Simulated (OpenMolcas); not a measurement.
# V4+ in a point-charge field

V4+ among 4 point charges of -1.2 e arranged as a tetrahedron (Td), 2.14 Å from the ion.
```
   1.2355    1.2355    1.2355  -1.20
   1.2355   -1.2355   -1.2355  -1.20
  -1.2355    1.2355   -1.2355  -1.20
  -1.2355   -1.2355    1.2355  -1.20
```

```json
{
  "Program": "OpenMolcas 26.06",
  "Method": "SS-CASPT2, IPEA 0.25 Eh, imaginary shift 0.1 Eh (closed shells correlated: 3s 3p)",
  "Basis": "ANO-RCC-VDZP [5s4p2d1f]",
  "Scalar Hamiltonian": "DKH2, point nucleus",
  "Active space": "1 electron in 5 orbitals (3d)",
  "State averaging": "2S+1 = 2 even, 5 roots",
  "Spin-orbit coupling": "RASSI with atomic mean-field integrals over the reference wave functions"
}
```

The lowest spin-free states (labels of Td), above the lowest:

```tsv
State	Degeneracy	E (cm-1)	Free-ion L (%)
2E	2	0	D (100)
2T2	3	790	D (100)
```

The lowest levels with spin-orbit coupling:

| E (cm-1) | Degeneracy | Label | 2S+1 | g |
| --- | --- | --- | --- | --- |
| 0 | 4 | Γ8 | 2 |  |
| 890 | 4 | Γ8 | 2 |  |
| 1130 | 2 | Γ7 | 2 | 2.00 2.00 2.00 |

Powder χT (cm3 K/mol): 0.153 at 2 K, 0.16 at 10 K, 0.193 at 50 K, 0.235 at 100 K, 0.318 at 200 K, 0.404 at 300 K. The effective moment at 300 K is 2.828 √(χT) = 1.80 μB.

The lowest level has 2S+1 = 2, for which the spin-only value is χT = S(S+1) / 2 = 0.375 cm3 K/mol (g = 2). The computed 0.404 at 300 K differs by +0.029, through orbital momentum, spin-orbit coupling and any other state in reach.

The gap between the two states is 10Dq = -789 cm-1 (negative for this site).

An orbital doublet at a regular site is open to a Jahn-Teller distortion, which this geometry leaves out. The ground term spreads over less than 5000 cm-1, several times less than with real ligands, so orbital moments are less quenched and χT lies further from the spin-only value than at real sites. Free-ion shares, where given, are those of the reference states; single-state CASPT2 does not remix them. Point charges carry no covalency, so the field is a model and not that of real ligands. No measured value stands beside these numbers.
